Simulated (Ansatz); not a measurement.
CH$_{4}$BrFOSi (`OC(Br)[SiH2]F`), relaxed with RKS PBE-D4/def2-SVP in the Gaussian-basis code of Ansatz from a rough embedded geometry. The force threshold is 0.03 eV/Å; the program also tests the step.

Charge 0, multiplicity 1.

Start:

```xyz
9

O    -0.323   -0.476    1.658
C     0.376   -0.213    0.491
Br    1.547    1.340    0.858
Si   -0.509    0.037   -1.070
F     0.511    0.203   -2.305
H     0.172   -0.069    2.422
H     1.066   -1.092    0.374
H    -1.323    1.326   -1.024
H    -1.517   -1.056   -1.405
```

(1) By how much does the energy fall, and how many steps does the optimiser take? (Best estimate.)

(2) Which bonds change most? (An estimate is asked.)

(3) Give the relaxed structure. (Best estimate.)

Results:

(1) Ansatz gave: 49.19 kJ/mol, in 8 steps.

(2) Ansatz gave: C2–Si4 from 1.812 to 1.908 Å; C2–Br3 from 1.980 to 2.041 Å; Si4–H8 from 1.525 to 1.495 Å; Si4–F5 from 1.611 to 1.637 Å.

(3) Computed: 
```xyz
9

O    -0.452   -0.260    1.581
C     0.434   -0.170    0.533
Br    1.671    1.447    0.685
Si   -0.561    0.083   -1.075
F     0.489    0.125   -2.330
H     0.031   -0.498    2.397
H     1.171   -1.001    0.477
H    -1.315    1.372   -0.991
H    -1.467   -1.097   -1.278
```
